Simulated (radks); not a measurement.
Q: Radial electron density D(r) = 4 pi r^2 rho(r) of an atom or ion with 43 electrons. All-electron calculation, scalar-relativistic Kohn-Sham, r2SCAN, spin-polarised, spherical densities, finite nucleus; meta-GGA in the generalised Kohn-Sham scheme; Fermi nuclear charge, rms radius of each element as measured or else 0.836 A^(1/3) + 0.57 fm. Program: a radial shooting solver on a logarithmic mesh with Libxc functionals.

```
   r/bohr * D(r) (the largest magnitude, 74.8, reaches the edge; | marks zero)
 0.003389 |      *
 0.004521 |          *
 0.006029 |                *
 0.008042 |                       *
  0.01064 |                              *
  0.01419 |                                      *
  0.01893 |                                           *
  0.02525 |                                           *
  0.03367 |                                       *
  0.04491 |                                     *
   0.0599 |                                          *
  0.07989 |                                                    *
   0.1066 |                                                      *
   0.1421 |                                            *
   0.1895 |                                    *
   0.2528 |                                          *
   0.3372 |                                         *
   0.4497 |                       *
   0.5998 |           *
      0.8 |           *
    1.059 |          *
    1.412 |    *
    1.883 |*
    2.511 |*
     3.35 |*
    4.468 *
    5.959 *
    7.948 *
```

What is the nuclear charge?

A: Z = 47. The innermost maximum, from 1s, lies near gamma/Z bohr with gamma = sqrt(1 - (Z/c)^2) = 0.939, here 0.02 bohr (found: 0.0219), and its height grows with Z. The density is that of the silver ion Ag4+ in [Ar] 3d10 4p6 4d7 5d2; the configuration itself is not fixed sharply by these data, and Z only to a few units. D(r) has 4 maxima, at r = 0.0219, 0.0968, 0.290, 0.853 bohr, and minima at 0.0431, 0.190, 0.666 bohr, inside which lie 2.01, 11.22, 29.17 electrons.
